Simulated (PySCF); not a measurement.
H2Si2, SMILES [SiH2]=[Si] (connectivity only; charge and spin as stated), neutral, multiplicity 1.

Geometry: r2SCAN-D4/def2-TZVP. The isomer is the one that the SMILES or the coordinates give; other isomers of the formula were not compared.

The numbers are results of PBE0/def2-TZVPD run with PySCF, not measurements.

Symmetry labels are those of the subgroup C2v that the program uses (full group C2v).

Question: List the valence orbital energies around the gap with their symmetry. (Estimate from the structure and the level; the computed values follow.)

Answer: 
```
orbital  symmetry  energy (eV)
-------  --------  -----------
HOMO−7         B1       -99.64
HOMO−6         B2       -99.58
HOMO−5         A1       -99.55
HOMO−4         A1       -15.29
HOMO−3         A1       -12.19
HOMO−2         B2       -10.22
HOMO−1         A1        -7.30
HOMO           B1        -5.90
LUMO           B2        -3.54
LUMO+1         B1        -1.75
LUMO+2         A1         0.20
LUMO+3         A1         0.48
```
